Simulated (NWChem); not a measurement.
# Correlation energy of BeF$_{2}$

SMILES: [F][Be][F]
```xyz
3

Be     0.0000     0.0000     0.0000
F      0.0000     0.0000     1.3865
F      0.0000     0.0000    -1.3865
```
Charge 0, spin multiplicity 1.

Program: NWChem. The geometry was optimised at B3LYP/def2-SVP, a minimum by its harmonic frequencies.

Basis set: STO-3G. Each correlation energy counts from its own Hartree-Fock reference.

The correlated methods keep 3 core orbitals frozen. The structure started from a generated list of species. No row is a measurement; the coupled-cluster row has its own basis-set and correlation limits.

**Question.** Order these methods by the correlation energy they give, lowest first: MP2, SCS-MP2, CCSD, CCSD+T(CCSD).

**Answer.** CCSD+T(CCSD) (-105.0 mHa), CCSD (-87.8 mHa), MP2 (-82.9 mHa), SCS-MP2 (-80.6 mHa)
